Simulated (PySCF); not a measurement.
# Electron correlation in Os- (osmium, charge -1)

[Xe] 4f14 5d7 6s2, high-spin 4F determinant. Calculation: PySCF 2.14, in def2-QZVPPD with the def2 core potential (60 electrons) (7s5p4d4f2g, 88 functions); scalar relativity through the core potential. Frozen: nothing; 17 electrons correlated.

MP2 pair energies summed by pair of shells (mhartree):

| pair | energy | share (%) |
| --- | --- | --- |
| 5p-5d | -155.29 | 29.3 |
| 5d-5d | -155.11 | 29.3 |
| 5d-6s | -69.84 | 13.2 |
| 5p-5p | -65.18 | 12.3 |
| 5s-5p | -27.59 | 5.2 |
| 5s-5d | -20.25 | 3.8 |
| 6s-6s | -16.52 | 3.1 |
| 5p-6s | -14.46 | 2.7 |
| 5s-5s | -4.54 | 0.9 |
| 5s-6s | -0.73 | 0.1 |

Total MP2 correlation energy: -529.53 mhartree.

Same-spin part -168.10 and opposite-spin part -361.43 mhartree; SCS-MP2 scales them by 1/3 and 6/5 to -489.75 mhartree.

The basis has no tight functions for the innermost shells, so their pair energies are far from complete.

This basis was not built for core-valence correlation, so the inner-shell part is incomplete.
